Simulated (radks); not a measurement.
Problem. Valence configurations of the hafnium ion Hf+ (all share [Xe]). Calculated with a radial shooting solver on a logarithmic mesh with Libxc functionals: scalar-relativistic Kohn-Sham, BLYP, spin-polarised, spherical densities, point nucleus; open shells are filled with parallel spins first (spin-orbit coupling, left out, can overturn this in heavy ions). Order these by energy: 4f14 5d2 6p1; 4f14 5d1.5 6s1.5; 4f14 5d2 6s1; 4f13 5d2 6s2; 4f14 5d1 6s2; 4f14 5d1 6s1 6p1; 4f14 5d3; 4f13 5d2 6s1 6p1; 4f13.5 5d1 6s2 6p0.5; 4f12 5d3 6s2.

Solution. From the lowest, in eV above it: 4f14 5d1 6s2 0.000; 4f14 5d1.5 6s1.5 0.347; 4f14 5d2 6s1 0.649; 4f14 5d3 2.682; 4f14 5d1 6s1 6p1 4.283; 4f14 5d2 6p1 5.550; 4f13.5 5d1 6s2 6p0.5 10.737; 4f13 5d2 6s2 17.944; 4f13 5d2 6s1 6p1 22.237; 4f12 5d3 6s2 42.011. NIST lists [Xe] 4f14 5d1 6s2 as the ground configuration; this level of theory agrees among the configurations tried. The energies are those of spherical high-spin densities, not of single terms.
